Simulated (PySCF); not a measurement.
SbMe3, C3H9Sb.
Bonds: Sb1–C2, Sb1–C6, Sb1–C10. Hydrogens: H3, H4, H5 on C2; H7, H8, H9 on C6; H11, H12, H13 on C10.

Computed by this run: PySCF 2.14.0, PBE0-D3(BJ)/def2-SVP geometry optimisation, gas phase, def2 core potentials past Kr; density fitting, grid level 1; the optimiser is geomeTRIC in internal coordinates, started from a GFN2-xTB structure with every atom displaced at random (about 0.03 Å).

Step 0: E = -9789.0226 eV
```
atom  x, y, z in Å  |  force x, y, z in eV/Å
Sb1     0.0748   -0.0723    1.2381   -1.083   1.269  -0.259
C2      1.8056   -0.0179    0.0249    0.074  -0.979  -0.009
H3      2.3915    0.8262    0.2826    1.039   1.040   0.724
H4      1.6652    0.0798   -1.0302   -0.711  -0.019  -1.164
H5      2.3617   -0.9448    0.1693    0.389  -0.149   0.219
C6     -0.9204    1.5904    0.0429    1.028  -0.231   1.255
H7     -0.7744    1.3483   -1.0055   -0.233  -0.184  -0.439
H8     -0.3896    2.5434    0.2513   -0.264  -0.278   0.041
H9     -1.9667    1.6609    0.3560   -0.144   0.048  -0.198
C10    -0.9189   -1.5784    0.0885   -0.455   0.547  -1.516
H11    -2.0069   -1.5856    0.2616    0.101  -0.066   0.299
H12    -0.4853   -2.5297    0.3679    0.090  -0.672  -0.084
H13    -0.8060   -1.3724   -1.0251    0.167  -0.326   1.130
```

Step 1: E = -9789.2634 eV
```
atom  x, y, z in Å  |  force x, y, z in eV/Å
Sb1     0.0239    0.0024    1.2067    0.135  -0.347  -0.021
C2      1.8507    0.0052    0.0096    0.031  -0.021  -0.079
H3      2.4744    0.8688    0.2899   -0.025  -0.058   0.063
H4      1.6542    0.0655   -1.0741   -0.161  -0.010   0.104
H5      2.4209   -0.9168    0.2018   -0.001   0.044   0.058
C6     -0.9044    1.5758    0.0712    0.203   0.054  -0.017
H7     -0.7791    1.3229   -0.9904   -0.198   0.119  -0.058
H8     -0.3911    2.5239    0.2853   -0.076   0.045  -0.020
H9     -1.9614    1.6544    0.3541   -0.071   0.055  -0.125
C10    -0.9590   -1.5843    0.0668    0.047   0.113   0.022
H11    -2.0424   -1.5875    0.2574    0.026   0.010   0.153
H12    -0.5409   -2.5599    0.3540   -0.028  -0.005  -0.026
H13    -0.8151   -1.4225   -1.0101    0.120   0.000  -0.054
```

Step 2: E = -9789.2839 eV
```
atom  x, y, z in Å  |  force x, y, z in eV/Å
Sb1     0.0308   -0.0122    1.2046   -0.088   0.106  -0.054
C2      1.8467   -0.0183    0.0129    0.097   0.080  -0.081
H3      2.4756    0.8431    0.2971   -0.075  -0.100  -0.046
H4      1.6149    0.0414   -1.0646   -0.010  -0.001   0.135
H5      2.4164   -0.9403    0.2068   -0.030   0.028   0.006
C6     -0.9113    1.5987    0.0668    0.174  -0.194   0.056
H7     -0.8164    1.3780   -1.0063   -0.058   0.033  -0.010
H8     -0.4086    2.5500    0.2875    0.008   0.036   0.018
H9     -1.9712    1.6835    0.3420   -0.032  -0.007  -0.011
C10    -0.9341   -1.5899    0.0648   -0.007  -0.017   0.041
H11    -2.0139   -1.5930    0.2748    0.014  -0.008   0.030
H12    -0.5170   -2.5691    0.3450   -0.015   0.036  -0.002
H13    -0.7812   -1.4241   -1.0093    0.022   0.007  -0.081
```

**Question.** Estimate the geometry and energy of step 3. (The exact step hangs on the optimiser's Hessian estimate; all steps are aligned on step 2, rigid shifts and turns removed.)

**Answer.** E = -9789.2869 eV, largest force 0.069 eV/Å
```
atom  x, y, z in Å  |  force x, y, z in eV/Å
Sb1     0.0280   -0.0083    1.2035   -0.028   0.015   0.056
C2      1.8404   -0.0182    0.0142    0.066   0.021  -0.008
H3      2.4687    0.8420    0.2912   -0.016  -0.019  -0.027
H4      1.5962    0.0370   -1.0573    0.002  -0.001   0.020
H5      2.4083   -0.9394    0.2113   -0.006   0.001  -0.007
C6     -0.9025    1.5907    0.0673    0.028  -0.017  -0.013
H7     -0.8179    1.3798   -1.0088   -0.010   0.013  -0.006
H8     -0.4033    2.5444    0.2910   -0.008   0.010   0.002
H9     -1.9642    1.6757    0.3395   -0.006   0.004   0.006
C10    -0.9297   -1.5845    0.0623   -0.005  -0.020  -0.029
H11    -2.0080   -1.5900    0.2784    0.000  -0.009  -0.008
H12    -0.5114   -2.5618    0.3438    0.001   0.003   0.001
H13    -0.7740   -1.4194   -1.0143   -0.017  -0.003   0.013
```

The energy changes by -0.0030 eV. The first-order estimate −F·Δx gives -0.0062 eV and the mean of the old and new forces, exact on a quadratic surface, -0.0031 eV. The step makes an angle of 66° with the force vector and moves no atom by more than 0.021 Å.

The cost below is that of the whole optimisation. The run took 23 s on one thread, Arm Neoverse V2 (aarch64), shared host with 96 logical CPUs at a one-minute load of 46, and the process peaked at 0.45 GiB of memory.
